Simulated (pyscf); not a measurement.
O=Nb(OH)(OH)–Cl (SMILES [O]=[Nb]([OH])([OH])[Cl]), singlet

Gas-phase minimum from PySCF at ωB97X-D3(BJ)/def2-SVP, one conformer. 

```xyz
7

O     -0.3594     0.4411     1.4141
Nb    -1.1131     0.0988    -0.0508
O     -2.4911    -1.1403     0.2727
O      0.1661    -0.6504    -1.2093
Cl    -1.9597     2.0715    -0.9221
H     -2.8490    -1.5465     1.0692
H      1.1122    -0.8153    -1.1354
```

Bonds (Å): O1–Nb2 1.683, Nb2–O3 1.881, Nb2–O4 1.881, Nb2–Cl5 2.317, O3–H6 0.963, O4–H7 0.963. Bond angles (°): O1–Nb2–O3 108.2, O1–Nb2–O4 108.2, O1–Nb2–Cl5 108.5, O3–Nb2–O4 110.0, O3–Nb2–Cl5 111.0, O4–Nb2–Cl5 110.8, Nb2–O3–H6 133.8, Nb2–O4–H7 133.5.

Properties at ωB97X-D3(BJ)/def2-SVP:

| Quantity | Value |
|---|---|
| Harmonic wavenumbers, unscaled | 138, 163, 197, 223, 234, 383, 397, 429, 487, 512, 757, 772, 1076, 3937, 3943 cm⁻¹ |
| Zero-point energy | 19.5 kcal/mol |
| Rotational symmetry number | 1 |
| Entropy of this conformer at 298 K and 1 atm, rigid rotor and harmonic oscillator, modes under 100 cm⁻¹ raised to 100 | 356.4 J/(mol K) |
| Dipole moment | 2.75 D |

Single-point totals, which compare only within one level:

```
level                   total energy (hartree)
----------------------  ----------------------
ωB97X-D3(BJ)/def2-TZVP              -744.48008
PBE/def2-TZVP                       -744.04274
r²SCAN/def2-TZVP                    -744.33098
B3LYP-D3(BJ)/def2-TZVP              -744.47250
PBE0-D3(BJ)/def2-TZVP               -744.02484
M06-2X/def2-TZVP                    -744.20477
ωB97M-D3(BJ)/def2-TZVP              -744.47326
```

Soft torsions are taken as harmonic, which can shift the entropy by several J/(mol K). Elements past Kr carry the def2 core potentials, without spin-orbit coupling.
